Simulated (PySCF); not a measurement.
# Dipole response of Er⁺ (erbium, charge +1)

[Xe] 4f12 6s1, one real determinant. Computed with PySCF 2.14 in ANO-RCC-VTZP (8s7p5d3f2g1h, 104 functions), with the spin-free X2C one-electron Hamiltonian (Gaussian nucleus). Coupled (time-dependent) response in atomic units; α is the mean over directions. The basis has no added diffuse functions, which lowers α and C₆.

```
method  mean α (bohr³)         α xx, yy, zz  C₆ (like pair)  S(−4)
   UHF           88.21  90.61, 87.01, 87.01           767.3   6313
```

S(−4) is the Cauchy moment in α(ω) = α(0) + S(−4) ω² + …

Spin-orbit coupling is absent.

α(iu) at UHF:

| u (hartree) | α(iu) (bohr³) |
| --- | --- |
| 0 | 88.21 |
| 0.0500 | 74.99 |
| 0.100 | 52.60 |
| 0.200 | 26.14 |
| 0.300 | 15.93 |
| 0.500 | 8.844 |
| 0.750 | 5.871 |
| 1.00 | 4.443 |
| 1.50 | 2.945 |
| 2.00 | 2.148 |
| 3.00 | 1.331 |
| 5.00 | 0.6807 |

A single London oscillator, α(iu) = α/(1 + u²/ω²), gives C₆ = (3/4) ω α². Matching the computed C₆ needs ω = 4 × 767.3 / (3 × 88.21²) = 0.131 hartree.

For an ion, C₆ is the dispersion term alone; charge-induced terms of lower order in 1/R come first.

The components differ because the open shell of this determinant is not spherical; for a pure term their mean is the scalar polarisability.

⟨L²⟩ = 24.03 against 30 for a pure H term, so this real determinant mixes terms. Spin-orbit coupling, absent here, splits the open shell strongly.
